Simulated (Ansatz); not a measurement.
Relaxed structures of BSi2H4F, singlet (PBE0-D4/def2-TZVP; forces vanish, vibrations not checked; lower isomers may exist, and structures with a doubtful reference or unclear bonds are left out; Å). Computed with Ansatz 0.2.0 (basis: def2-TZVPP); correlated methods freeze the cores.

Q: Rank them by CCSD(T) energy, lowest first, and give each one's height above the lowest. Links in brackets join atoms within 1.22 times the sum of their covalent radii (1.1 for two metals). (To be estimated.)
A.
BSi₂H₄F ([F]1[BH2]2[SiH2][Si]12)
```
8
angstrom
B 0.3177 0.9414 0.1029
Si 1.7729 -0.6634 0.0785
Si -0.4296 -1.1172 0.1263
F 1.2358 0.6701 -1.1365
H 0.8327 1.7272 0.8386
H -0.7825 1.2431 -0.2773
H -1.4792 -1.0967 -0.9213
H -0.9669 -1.5772 1.4347
```
B.
BSi₂H₄F ([BH2][SiH][SiH][F])
```
8
angstrom
B 0.3483 1.7315 -0.4471
Si -0.7071 0.1191 -0.4626
Si 0.0554 -1.5834 0.6291
F 1.4332 -1.5439 1.4238
H 1.3731 1.7061 0.1649
H 0.0091 2.7226 -1.0189
H -2.0043 -0.2105 -1.0996
H -0.5077 -2.9416 0.8103
```
C.
BSi₂H₄F ([F][BH][SiH][SiH2])
```
8
angstrom
B 0.0603 -1.6460 0.6550
Si -0.6835 -0.1053 -0.3607
Si 0.3839 1.7569 -0.4352
F 1.2177 -1.5137 1.2849
H 1.6784 1.9357 0.2588
H -0.0678 2.9675 -1.1587
H -1.9734 -0.2017 -1.0834
H -0.4908 -2.7100 0.7307
```

A: Computed: C (0.0 kJ/mol), B (18.6 kJ/mol), A (87.0 kJ/mol). Heights count from the lowest.

The T1 diagnostic stays at or below 0.019. The restricted Hartree–Fock reference is unstable towards an unrestricted one at one or more of these structures.

For scale, one of the runs: CCSD(T)/def2-TZVPP, 202 basis functions, launched by `ansatz run in.yaml --threads 2 --pin off --events-out ev --progress --plain --max-ram 4352MiB`. The run took 59 s on 2 CPU threads of an Arm Neoverse V2 (shared host), with 2.4 GiB of host memory at its peak.
